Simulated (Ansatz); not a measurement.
Computed with Ansatz on PBE0-D4/def2-TZVP structures; ΔE is electronic, products minus reactants. CCSD(T)/CBS adds triple-zeta CCSD(T) − MP2 to the extrapolated MP2 energy (def2 sets, frozen cores). DFT in def2-TZVPP. B3LYP here is the variant with VWN-RPA as its local correlation; programs differ in this. For Ge outer-core shells are correlated without core-valence functions, which leaves a few kJ/mol of doubt a bond. Scalar relativity is left out up to krypton. Each species was taken in one conformer, which may not be the lowest.

Consider the redistribution: `[SiH3][S][GeH3]` + `N[SiH](Cl)[GeH2][F]` → `N[SiH2][S][GeH3]` + `[F][GeH2][SiH2]Cl`.

```json
{"level": "PBE-D4", "ΔE (kJ/mol)": "11.3", "difference from CCSD(T)/CBS": "2.0"}
{"level": "r2SCAN-D4", "ΔE (kJ/mol)": "10.2", "difference from CCSD(T)/CBS": "0.9"}
{"level": "PBE0-D4", "ΔE (kJ/mol)": "10.3", "difference from CCSD(T)/CBS": "1.0"}
{"level": "ωB97X-V", "ΔE (kJ/mol)": "10.2", "difference from CCSD(T)/CBS": "0.9"}
{"level": "ωB97M-V", "ΔE (kJ/mol)": "10.5", "difference from CCSD(T)/CBS": "1.2"}
{"level": "B2PLYP", "ΔE (kJ/mol)": "9.8", "difference from CCSD(T)/CBS": "0.5"}
{"level": "PBE", "ΔE (kJ/mol)": "10.3", "difference from CCSD(T)/CBS": "1.0"}
{"level": "r2SCAN", "ΔE (kJ/mol)": "10.0", "difference from CCSD(T)/CBS": "0.7"}
{"level": "PBE0", "ΔE (kJ/mol)": "9.5", "difference from CCSD(T)/CBS": "0.2"}
{"level": "B3LYP", "ΔE (kJ/mol)": "9.8", "difference from CCSD(T)/CBS": "0.5"}
{"level": "HF/def2-TZVPP", "ΔE (kJ/mol)": "7.6", "difference from CCSD(T)/CBS": "-1.7"}
{"level": "SCS-MP2/def2-TZVPP", "ΔE (kJ/mol)": "9.3", "difference from CCSD(T)/CBS": "0.0"}
{"level": "CCSD/def2-TZVPP", "ΔE (kJ/mol)": "9.0", "difference from CCSD(T)/CBS": "-0.3"}
{"level": "MP2/def2-QZVPP", "ΔE (kJ/mol)": "9.7", "difference from CCSD(T)/CBS": "0.4"}
{"level": "MP2/CBS(def2)", "ΔE (kJ/mol)": "9.9", "difference from CCSD(T)/CBS": "0.6"}
{"level": "CCSD/CBS(def2)", "ΔE (kJ/mol)": "9.0", "difference from CCSD(T)/CBS": "-0.3"}
{"level": "CCSD(T)/CBS", "ΔE (kJ/mol)": "9.3", "difference from CCSD(T)/CBS": "0"}
```

Largest T1 diagnostic among the species: 0.011.
